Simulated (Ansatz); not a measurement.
C3H8O2Si, SMILES C/C=C/O[SiH2]O.

The structure is a stationary point at B3LYP-D3(BJ)/def2-SVP. The structure was generated by enumeration; whether it is a known compound was not checked. The values are those of a single conformer.

Two levels are set side by side: PBE/def2-SVPD (Ansatz, a first-principles code) and PBE0/def2-SVPD (Ansatz). Energy differences of separate SCF runs at the same geometry; the states with an electron removed or added have multiplicity 2 and 2. Differences are taken from unrounded values.

```csv
quantity,PBE
vertical ionisation energy (eV),8.49
vertical singlet–triplet gap (eV),4.15
```

Problem. These are the PBE values. What does PBE0 give? (An estimate is asked for; the answer gives what the named calculation found.)

Solution. 
```csv
quantity,PBE0,PBE minus PBE0
vertical ionisation energy (eV),8.61,-0.12
vertical singlet–triplet gap (eV),4.07,0.09
```
